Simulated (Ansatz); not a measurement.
Mulliken charges of H$_{4}$O$_{3}$SSi, SMILES `O[Si](O)(O)S` from r2SCAN/def2-TZVPP in Ansatz (PBE0-D4/def2-TZVP geometry).

```
atom   x (Å)   y (Å)   z (Å)  charge (e)
  O1  -1.135   1.001  -0.500      -0.409
 Si2  -0.027  -0.096  -0.026       0.765
  O3   0.926  -0.360  -1.322      -0.406
  O4  -0.619  -1.552   0.417      -0.401
  S5   0.939   0.696   1.691      -0.299
  H6  -1.375   0.982  -1.429       0.215
  H7   1.560  -1.077  -1.265       0.210
  H8  -1.151  -1.587   1.214       0.209
  H9   0.973   1.947   1.202       0.117
```

Problem. By hand: the dipole of these point charges (1 e Å = 4.8032 D).

Solution. Σ q r = (-0.060, -0.041, -0.130) e Å, of length 0.149 e Å = 0.72 D.

Problem. How does the dipole of the full density compare? (An estimate is asked.)

Solution. The calculation gave: (-0.061, -0.103, -0.124) e Å, 0.83 D; the point charges give 0.87 times that, at 21° from its direction.

Point charges leave out the atoms' own dipoles, such as those of lone pairs, and Mulliken's split depends on the basis, so the two needn't agree.
